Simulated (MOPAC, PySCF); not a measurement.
AlI3, SMILES `[I][Al]([I])[I]`, neutral singlet in the gas phase. 

Cartesian coordinates (Å):
SMILES: [I][Al]([I])[I]
```xyz
4

I     -1.3120    -2.0848     0.0005
Al     0.0000     0.0000     0.0000
I     -1.1494     2.1786     0.0005
I      2.4615    -0.0939    -0.0010
```
Charge 0, spin multiplicity 1.

All levels are single points at this geometry (B3LYP-D3(BJ)/def2-TZVP); Pople sets use spherical d functions. Orbital energies aren't observables, and empty levels follow the basis.

| level | HOMO (eV) | LUMO (eV) | gap (eV) | dipole (D) | vertical IE, Delta-SCF (eV) |
|---|---|---|---|---|---|
| B3LYP-D3(BJ)/def2-TZVP in PySCF | -7.47 | -2.21 | 5.26 | 0.00 | 9.28 |
| PBE-D3(BJ)/def2-TZVP in PySCF | -6.62 | -2.74 | 3.87 | 0.00 | 8.94 |
| B3LYP/6-311+G** (LANL2DZ on I) in PySCF | -7.60 | -2.32 | 5.28 | 0.00 | – |
| B3LYP/6-31G* (LANL2DZ on I) in PySCF | -7.60 | -2.30 | 5.30 | 0.00 | 9.49 |
| B3LYP/LANL2DZ in PySCF | -7.74 | -2.57 | 5.17 | 0.00 | – |
| BP86/6-31G* (LANL2DZ on I) in PySCF | -6.87 | -2.97 | 3.90 | 0.00 | – |
| M06-2X/6-31G* (LANL2DZ on I) in PySCF | -8.75 | -1.57 | 7.18 | 0.00 | – |
| SVWN5/6-31G* (LANL2DZ on I) in PySCF | -6.83 | -3.03 | 3.80 | 0.00 | 9.26 |
| HF/6-31G* (LANL2DZ on I) in PySCF | -10.28 | 0.65 | 10.93 | 0.00 | 9.96 |
| AM1 in MOPAC | -10.88 | -2.90 | 7.98 | 0.00 | – |
| PM3 in MOPAC | -9.80 | -5.01 | 4.79 | 0.00 | – |
| PM6 in MOPAC | -9.93 | -0.97 | 8.95 | 0.00 | – |
| PM7 in MOPAC | -9.32 | -2.38 | 6.94 | 0.00 | – |
